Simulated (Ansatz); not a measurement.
The cluster Zn₃SeF₄⁻. The state is a doublet with charge -1. Geometry r2SCAN-D4/def2-SVP, that of the neutral singlet; atoms count from 1.

```xyz
8

Zn    1.082   -1.565    0.436
Zn   -1.607    1.069    0.294
Zn    0.458    0.390   -1.436
Se   -1.106   -1.156   -0.491
F    -0.334    2.014   -0.952
F     2.023   -2.463    1.609
F    -2.585    2.051    1.365
F     2.069   -0.340   -0.826
```

The structure comes from a short search, and lower isomers may exist.

Question: Estimate the Mulliken populations from the PBE0/def2-TZVPD orbitals of Ansatz.

Answer: 
```
atom  charge (e)  spin (α − β)  d electrons
 Zn1        0.60          0.21        10.00
 Zn2        0.60          0.21        10.00
 Zn3        0.23          0.92        10.01
 Se4       -0.13         -0.07            –
  F5       -0.53         -0.11            –
  F6       -0.62         -0.03            –
  F7       -0.62         -0.03            –
  F8       -0.53         -0.11            –
```
Mulliken values and Mayer orders depend strongly on the basis. With diffuse functions, as here, like atoms can get unlike values, and bond orders can come out too low or too high.

Question: Where does the spin sit?

Answer: Summed by element: Zn 1.35, Se -0.07, F -0.28, of 1 unpaired in all. Largest on single atoms: Zn3 0.92, Zn2 0.21, Zn1 0.21.

Question: And the Mayer bond orders between bonded heavy atoms (over 0.3)?

Answer: Zn1–Zn3 0.55 (2.78 Å); Zn1–Se4 0.82 (2.41 Å); Zn1–F6 0.41 (1.75 Å); Zn2–Zn3 0.55 (2.78 Å); Zn2–Se4 0.82 (2.41 Å); Zn2–F7 0.41 (1.75 Å); Zn3–Se4 0.35 (2.39 Å).
